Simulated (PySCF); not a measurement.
# Broadened absorption spectrum of C2H10OS2Si2

Compound: C2H10OS2Si2.
InChI=1S/C2H10OS2Si2/c1-3-7(4)2-5-6/h4,7H,2H2,1,6H3/t7-/m1/s1

Level of theory: PySCF 2.14.0, density-fitted response routines, TDDFT PBE0/def2-SVPD, vertical, gas phase, core orbitals frozen in the response. Isolated species at its GFN2-xTB geometry (one conformer only). Torsions of this conformer, `[CH3:1][O:2][Si@H:3]([SH:4])[CH2:5][S:6][SiH3:7]`: C1–O2–Si3–S4 -48°, O2–Si3–C5–S6 83°, Si3–C5–S6–Si7 -69°, H–S4–Si3–O2 -117°.

Each state is given a Gaussian of 0.4 eV full width at half maximum, with ε(max) = 2.175×10⁸ f / Δν̃ (Δν̃ the width in cm⁻¹). The width is an assumption, not a result. The curve ends short of the highest state used, and states not computed would add to its high-energy end.

```json
{"E (eV)": "4.82", "ε (L mol⁻¹ cm⁻¹)": "1"}
{"E (eV)": "4.87", "ε (L mol⁻¹ cm⁻¹)": "2"}
{"E (eV)": "4.92", "ε (L mol⁻¹ cm⁻¹)": "6"}
{"E (eV)": "4.97", "ε (L mol⁻¹ cm⁻¹)": "15"}
{"E (eV)": "5.02", "ε (L mol⁻¹ cm⁻¹)": "33"}
{"E (eV)": "5.07", "ε (L mol⁻¹ cm⁻¹)": "70"}
{"E (eV)": "5.12", "ε (L mol⁻¹ cm⁻¹)": "136"}
{"E (eV)": "5.17", "ε (L mol⁻¹ cm⁻¹)": "244"}
{"E (eV)": "5.22", "ε (L mol⁻¹ cm⁻¹)": "402"}
{"E (eV)": "5.27", "ε (L mol⁻¹ cm⁻¹)": "612"}
{"E (eV)": "5.32", "ε (L mol⁻¹ cm⁻¹)": "860"}
{"E (eV)": "5.37", "ε (L mol⁻¹ cm⁻¹)": "1113"}
{"E (eV)": "5.41", "ε (L mol⁻¹ cm⁻¹)": "1290"}
{"E (eV)": "5.46", "ε (L mol⁻¹ cm⁻¹)": "1446"}
{"E (eV)": "5.51", "ε (L mol⁻¹ cm⁻¹)": "1503"}
{"E (eV)": "5.56", "ε (L mol⁻¹ cm⁻¹)": "1463"}
{"E (eV)": "5.61", "ε (L mol⁻¹ cm⁻¹)": "1360"}
{"E (eV)": "5.66", "ε (L mol⁻¹ cm⁻¹)": "1256"}
{"E (eV)": "5.71", "ε (L mol⁻¹ cm⁻¹)": "1215"}
{"E (eV)": "5.76", "ε (L mol⁻¹ cm⁻¹)": "1291"}
{"E (eV)": "5.81", "ε (L mol⁻¹ cm⁻¹)": "1505"}
{"E (eV)": "5.86", "ε (L mol⁻¹ cm⁻¹)": "1843"}
{"E (eV)": "5.91", "ε (L mol⁻¹ cm⁻¹)": "2265"}
{"E (eV)": "5.96", "ε (L mol⁻¹ cm⁻¹)": "2715"}
```

(1) Locate the maxima and give the states behind the curve.

(2) On this curve, what absorbance would a 10⁻⁴ mol/L sample give at 248 nm over a 1 cm path?

(3) Coming from long wavelengths, where does ε first pass 100 L mol⁻¹ cm⁻¹?

Results:

(1) 225 nm (5.51 eV), ε about 1500, made up of S1 (13%) and S2 (85%) (ε in L mol⁻¹ cm⁻¹; maxima over ε = 5, shares over 10%). At its high-energy end, 5.96 eV, the curve is still rising (ε about 2700, from S3, S4 and S5). The states used: S1 5.42 eV (f 0.0034); S2 5.51 eV (f 0.019); S3 5.98 eV (f 0.024); S4 6.15 eV (f 0.019); S5 6.26 eV (f 0.021); S6 6.35 eV (f 0.011); S7 6.52 eV (f 0.0081); S8 6.56 eV (f 0.018).

(2) 248 nm is 4.999 eV, where ε is about 24 L mol⁻¹ cm⁻¹, so A = ε c l ≈ 0.0024 (Beer–Lambert, with the gas-phase spectrum and the assumed width).

(3) At about 243 nm (5.10 eV), 0.32 eV below S1.
